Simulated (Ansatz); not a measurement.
Pulling on the Te1–F3 bond in FHTe (SMILES F[TeH]) (multiplicity 1 held, fragments rigid). Energies count from the point at 1.928 Å.
Geometry at that point (charge 0, multiplicity 1):
```xyz
3

Te     0.18519    -0.06058     0.20051
H      1.31186    -0.30942    -1.00397
F     -1.21573     0.38440    -1.04697
```

R- and RO- levels are restricted; in cc, def2 and unpolarised 6-31G sets they are followed outwards from rest. U- levels take the lowest unrestricted solution at each point, which mixes spins at long bonds. Curves can end on different states.

Frozen-core correlation. Filled d and f shells under p-block atoms count as core.

Programs: Ansatz (an electronic-structure program) with Gaussian orbitals. Values without a source in brackets are computed. In def2 rows elements past Kr take small-core potentials, without spin–orbit coupling.

Energies in eV.

| R (Å) | U-MP2/def2-SVP | U-SCS-MP2/def2-SVP | U-CCSD/def2-SVP | R-CCSD(T)/def2-SVP | U-CCSD(T)/def2-SVP | R-CCSDT(Q)/def2-SVP |
|---|---|---|---|---|---|---|
| 1.542 | 4.17 | 4.18 | 4.17 | 4.20 | 4.20 | 4.21 |
| 1.735 | 0.79 | 0.80 | 0.79 | 0.81 | 0.81 | 0.82 |
| 1.928 | 0.00 | 0.00 | 0.00 | 0.00 | 0.00 | 0.00 |
| 2.121 | 0.26 | 0.25 | 0.25 | 0.23 | 0.23 | 0.22 |
| 2.313 | 1.54 | 1.54 | 0.91 | 0.81 | 0.85 | 0.79 |
| 2.603 | 2.72 | 2.66 | 1.93 | 1.70 | 1.86 | 1.69 |
| 2.892 | 3.02 | 2.94 | 2.55 | 2.26 | 2.56 | 2.33 |
| 3.374 | 3.15 | 3.05 | 2.82 | 2.08 | 2.89 | 2.79 |
| 3.856 | 3.17 | 3.07 | 2.85 | 0.95 | 2.93 | 2.89 |
| 4.434 | 3.18 | 3.07 | 2.86 | -0.22 | 2.95 | 2.91 |
| 5.205 | 3.19 | 3.08 | 2.87 | -0.78 | 2.95 | 2.93 |
| 6.169 | 3.19 | 3.08 | 2.87 | -0.66 | 2.96 | 2.94 |

Doubts at one or more of the structures used: a spin-contaminated determinant (U-MP2/def2-SVP, U-SCS-MP2/def2-SVP, U-CCSD/def2-SVP, U-CCSD(T)/def2-SVP); T1 above 0.05 (U-CCSD/def2-SVP, R-CCSD(T)/def2-SVP, U-CCSD(T)/def2-SVP, R-CCSDT(Q)/def2-SVP); the program's own flag: other amplitudes (U-CCSD/def2-SVP, U-CCSD(T)/def2-SVP); a restricted determinant that unrestricted orbitals would lower (R-CCSD(T)/def2-SVP, R-CCSDT(Q)/def2-SVP); other coupled-cluster roots lie near (R-CCSD(T)/def2-SVP, R-CCSDT(Q)/def2-SVP).
